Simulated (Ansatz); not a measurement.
A run on C2H7OY, SMILES `[CH3][Y]([CH3])[OH]` with other settings.

```yaml
crystal:
  periodic: [false, false, false]
  atoms:
    - {symbol: C, position_ang: [-0.676373, 1.729796, -0.851642]}
    - {symbol: Y, position_ang: [0.128367, -0.482138, -0.694135]}
    - {symbol: C, position_ang: [1.385552, -0.762874, 1.282370]}
    - {symbol: O, position_ang: [-1.225452, -1.915641, -1.049653]}
    - {symbol: H, position_ang: [-1.387641, 1.920403, -1.664686]}
    - {symbol: H, position_ang: [-1.198754, 1.993124, 0.079803]}
    - {symbol: H, position_ang: [0.130982, 2.469583, -0.955533]}
    - {symbol: H, position_ang: [0.721114, -0.922058, 2.143107]}
    - {symbol: H, position_ang: [1.980339, 0.130737, 1.519653]}
    - {symbol: H, position_ang: [2.079649, -1.614190, 1.281153]}
    - {symbol: H, position_ang: [-1.937784, -2.546742, -1.090447]}
basis:
  gaussian: {orbitals: def2-mTZVPP, fitting: {mean_field: cc-pVTZ-jkfit}}
hamiltonian: {xc: {name: B3LYP}, dispersion: d4}
scf: {lower_state_search: off}
output: {forces: true}
```

```sh
$ ansatz run in.yaml --threads 4 --pin off --events-out ev --progress --plain --max-ram 10444MiB
```

Output, abridged:

```
Functional definition: B3LYP
Error: <dir> the basis set cc-pVTZ-JKFIT has no functions for Y
```
